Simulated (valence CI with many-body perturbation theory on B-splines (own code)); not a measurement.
**E1 transitions of Os3+**

Calculated by valence CI with perturbative core correlation (CI+MBPT): five valence electrons over a frozen Dirac-Fock core [Xe] 4f14, radial functions for each j: 7 s, 7 p, 8 d, 6 f, 4 g, 1 h, with the one-electron correlation potential Σ1, the two-electron term Σ2, the three-electron term Σ3, Breit, model QED; selected CI, second order for the rest, scaled by the run's own slope (own B-spline code, finite nucleus).

No measured levels were compared; by estimate terms of the open shell hold to 2 to 4 % of their energy, and close levels can change places; different configurations can be misplaced against each other by 1,000 to 8,000 cm⁻¹. Among the levels kept, up to 2400 cm⁻¹ of a level comes from second order outside the variational space, and about a tenth of that is noise between levels of different J, which matters for small intervals.

Lines 251 to 300 of 548 in falling wavelength, among levels below 19.042 eV, chosen from the strongest by gf and those to the six lowest levels. Wavelengths and rates use the calculated energies, so an error of 2000 cm⁻¹ moves a line at 132.7 nm by 2.7 % and its rate by three times that or more. Electric multipoles are in the length gauge, E1 and E2 with the static RPA response of the core. Weak lines are less certain than strong ones. Lines between different terms over intervals too small for the method are left out, as are lines whose strength nearly cancels. Where a level lies close to another of its J and parity, the split of strength between their lines is uncertain. The highest levels of a list are the least certain.

Names give the largest LS component (configuration and term), which can be under half, so a name can repeat, a term be missing and a line seem to break the LS rules; names also repeat where a configuration has a term twice. Letters in brackets count levels of one name in rising energy.

```
λ vac (nm)                Upper              Lower   A (s⁻¹)  S (a.u.)
     132.7       5d4 6p 6F°_9/2      5d4 6s 6D_7/2  8.17e+08  9.41e+00
     132.6   5d4 6p 4G°_5/2 [e]  5d4 6s 4D_7/2 [b]  1.09e+08  7.54e-01
     132.6   5d4 6p 4H°_9/2 [a]      5d4 6s 6D_9/2  1.29e+08  1.48e+00
     132.4   5d4 6p 4H°_7/2 [b]      5d4 6s 6D_7/2  1.61e+08  1.48e+00
     132.1   5d4 6p 4F°_9/2 [e]  5d4 6s 4D_7/2 [a]  1.49e+08  1.69e+00
     132.0   5d4 6p 4G°_5/2 [c]      5d4 6s 4H_7/2  3.31e+08  2.25e+00
     132.0   5d4 6p 4F°_3/2 [b]  5d4 6s 4P_1/2 [a]  1.87e+08  8.50e-01
     132.0   5d4 6p 2G°_7/2 [a]      5d4 6s 4H_7/2  2.01e+08  1.82e+00
     131.7   5d4 6p 4G°_5/2 [a]      5d4 6s 6D_5/2  2.26e+08  1.53e+00
     131.4   5d4 6p 6F°_7/2 [b]      5d4 6s 6D_5/2  7.03e+08  6.29e+00
     131.3       5d4 6p 6P°_3/2      5d4 6s 6D_1/2  7.55e+08  3.38e+00
     131.3  5d4 6p 2H°_11/2 [a]     5d4 6s 4H_13/2  1.30e+08  1.75e+00
     131.2   5d4 6p 6P°_5/2 [b]      5d4 6s 6D_3/2  7.59e+08  5.07e+00
     131.0  5d4 6p 4H°_11/2 [c]  5d4 6s 4H_9/2 [a]  1.79e+08  2.39e+00
     131.0   5d4 6p 4F°_3/2 [a]      5d4 6s 6D_3/2  2.89e+08  1.28e+00
     130.9   5d4 6p 2F°_7/2 [b]  5d4 6s 4H_9/2 [b]  9.26e+07  8.21e-01
     130.8  5d4 6p 2I°_11/2 [b]     5d4 6s 4H_11/2  1.02e+08  1.36e+00
     130.6   5d4 6p 4G°_5/2 [d]  5d4 6s 4D_5/2 [a]  1.29e+08  8.50e-01
     130.6   5d4 6p 4F°_3/2 [c]  5d4 6s 4D_5/2 [a]  2.75e+08  1.21e+00
     130.5   5d4 6p 4G°_9/2 [b]  5d4 6s 4H_9/2 [a]  7.62e+07  8.37e-01
     130.3   5d4 6p 4G°_5/2 [e]  5d4 6s 4D_7/2 [a]  2.09e+08  1.37e+00
     130.1   5d4 6p 4G°_9/2 [a]      5d4 6s 4H_7/2  8.51e+07  9.26e-01
     129.3   5d4 6p 2G°_7/2 [b]  5d4 6s 4D_5/2 [a]  9.73e+07  8.31e-01
     129.1       5d4 6p 2G°_9/2     5d4 6s 4H_11/2  8.67e+07  9.20e-01
     129.1   5d4 6p 2F°_7/2 [c]      5d4 6s 4G_5/2  1.13e+08  9.63e-01
     128.9   5d4 6p 4G°_7/2 [b]  5d4 6s 4H_9/2 [a]  1.91e+08  1.62e+00
     128.5   5d4 6p 4H°_9/2 [a]      5d4 6s 6D_7/2  1.89e+08  1.98e+00
     128.2       5d4 6p 6D°_3/2      5d4 6s 6D_5/2  4.24e+08  1.76e+00
     128.2   5d4 6p 4P°_5/2 [a]      5d4 6s 6D_7/2  2.54e+08  1.59e+00
     128.1   5d4 6p 4G°_9/2 [b]      5d4 6s 4H_7/2  1.21e+08  1.26e+00
     127.9   5d4 6p 4H°_7/2 [b]      5d4 6s 6D_5/2  2.15e+08  1.78e+00
     127.7   5d4 6p 4H°_9/2 [b]      5d4 6s 6D_9/2  1.18e+08  1.21e+00
     127.7       5d4 6p 6D°_1/2      5d4 6s 6D_3/2  4.35e+08  8.95e-01
     127.4       5d4 6p 2H°_9/2     5d4 6s 4H_11/2  7.53e+07  7.68e-01
     126.7   5d4 6p 4F°_5/2 [a]      5d4 6s 6D_5/2  2.40e+08  1.44e+00
     126.2   5d4 6p 4D°_7/2 [d]  5d4 6s 4H_9/2 [b]  1.23e+08  9.71e-01
     125.9   5d4 6p 4G°_9/2 [c]     5d4 6s 4H_11/2  7.69e+07  7.57e-01
     125.7   5d4 6p 4F°_7/2 [a]      5d4 6s 6D_7/2  4.28e+08  3.36e+00
     124.8   5d4 6p 2G°_7/2 [c]  5d4 6s 4H_9/2 [a]  1.79e+08  1.37e+00
     124.1   5d4 6p 4F°_9/2 [f]  5d4 6s 4D_7/2 [b]  9.01e+07  8.51e-01
     124.1   5d4 6p 4G°_9/2 [d]  5d4 6s 4D_7/2 [a]  8.13e+07  7.68e-01
     122.8   5d4 6p 4F°_9/2 [b]      5d4 6s 6D_9/2  4.29e+08  3.92e+00
     122.6  5d4 6p 2H°_11/2 [a]  5d4 6s 4H_9/2 [a]  7.37e+07  8.03e-01
     116.9   5d4 6p 4P°_1/2 [a]     5d5 4D_3/2 [a]  8.62e+07  1.36e-01
     110.4   5d4 6p 4P°_3/2 [a]     5d5 4G_5/2 [b]  8.60e+07  2.28e-01
     110.0  5d4 6p 2H°_11/2 [a]     5d5 2G_9/2 [c]  1.73e+08  1.36e+00
     110.0       5d4 6p 6F°_5/2         5d5 4G_7/2  2.88e+07  1.13e-01
     105.2   5d4 6p 4F°_9/2 [a]        5d5 4G_11/2  4.91e+07  2.82e-01
     104.9   5d4 6p 4F°_9/2 [f]     5d5 2G_9/2 [c]  1.16e+08  6.64e-01
     104.5   5d4 6p 4P°_3/2 [a]     5d5 4G_5/2 [a]  6.23e+07  1.40e-01
```
